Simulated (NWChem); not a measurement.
System: C2H5NOSi; SMILES [SiH3]/N=C/C=O

Input file for NWChem:

```
start job
memory heap 200 mb stack 900 mb global 1100 mb
geometry units angstroms noautoz
  O      0.249221     2.931877     0.317277
  C     -0.319385     1.933460    -0.069071
  C      0.224395     0.551688     0.163880
  N     -0.419768    -0.455758    -0.266622
  Si     0.087014    -2.133344    -0.072321
  H     -1.280644     1.956014    -0.622275
  H      1.180323     0.522368     0.713643
  H     -0.988838    -2.837846     0.666922
  H      1.378539    -2.265737     0.665183
  H      0.221241    -2.715179    -1.430156
end
basis spherical
  * library def2-tzvp
end
dft
  xc xpbe96 cpbe96
  iterations 150
  semidirect filesize 400000000
  mulliken
end
task dft energy
```

The geometry was optimised at B3LYP/6-31G* (spherical d).

Problem. What results follow from this input? (PBE/def2-TZVP.) Quantities: energy (Ha); highest occupied level (eV); orbital gap (eV); dipole (D).

Solution. The energy (Ha) is -498.36, the highest occupied level (eV) is -6.06 and the orbital gap (eV) is 2.27. The dipole (D) is 2.01.
